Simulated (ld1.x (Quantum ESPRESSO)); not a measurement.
# Varying the ultrasoft potential for Ar

Base potential:

ld1.x (Quantum ESPRESSO) 7.5 input, shortened:

```
&input
   title='Ar', zed=18., rel=1, dft='PBE', iswitch=3,
   config='[Ne] 3s2 3p4.5'
 /
 &inputp
   pseudotype=3, tm=.true., lloc=-1, rcloc=1.05,
   nlcc=.true., rcore=0.65,
   which_augfun='PSQ', rmatch_augfun_nc=.true.
 /
4
3S  1  0   2.00   0.00  1.20  1.40  0.0
3S  1  0   0.00  -1.40  1.20  1.40  0.0
3P  2  1   4.50   0.00  0.75  0.90  0.0
3P  2  1   0.00   2.20  0.75  0.90  0.0
 &test
   configts(1)='3s2 3p4.5'
 /
```

All-electron outer shells of the reference configuration (PBE, scalar-relativistic, ld1.x):

```json
{"shell": "3s", "level (eV)": "-43.46", "outermost node (bohr)": "0.51", "outermost maximum (bohr)": "1.16"}
{"shell": "3p", "level (eV)": "-28.61", "outermost node (bohr)": "0.49", "outermost maximum (bohr)": "1.25"}
```

Cutoffs, loose and tight: the cutoffs (Ry, on a coarse ladder) from which the occupation-weighted sum of valence levels, in a spherical-Bessel basis at the reference potential, stays within 10 and 1 mRy of its value at 400 Ry. They do not see the model core or the augmentation charge, which bear on the density cutoff. Test errors are all-electron minus pseudo excitation energies from the reference, over the configurations 3s2 3p6; 3s2 3p5; 3s2 3p4; 3s2 3p3; 3s2 3p5.5; 3s1 3p6; 3s2 3p2. A dash means not determined; rows that change the core or the reference have their own tests.

A true bound ghost makes a file unfit for plane-wave use even where its test errors are small: the radial tests pick states by their node count and pass the ghost by.

```csv
change,outcome,"cutoff, loose","cutoff, tight",bound ghosts,largest test error (meV)
base,generated,80 Ry,120 Ry,p,-49
core correction none,generated,80 Ry,120 Ry,p,-29
core correction a·sin(br)/r model core inside 0.36 bohr,generated,80 Ry,120 Ry,p,-88
core correction a·sin(br)/r model core inside 0.46 bohr,generated,80 Ry,120 Ry,p,-81
core correction a·sin(br)/r model core inside 0.54 bohr,generated,80 Ry,120 Ry,p,-72
core correction a·sin(br)/r model core inside 0.66 bohr,generated,80 Ry,120 Ry,p,-46
core correction a·sin(br)/r model core inside 0.72 bohr,generated,80 Ry,120 Ry,p,-23
core correction a·sin(br)/r model core inside 0.78 bohr,generated,80 Ry,120 Ry,p,+3.7
core correction a·sin(br)/r model core inside 0.90 bohr,generated,80 Ry,120 Ry,p,+13
core correction a·sin(br)/r model core inside 1.00 bohr,generated,80 Ry,120 Ry,p,+23
core correction a·sin(br)/r model core inside 1.06 bohr,generated,80 Ry,120 Ry,p,+21
```
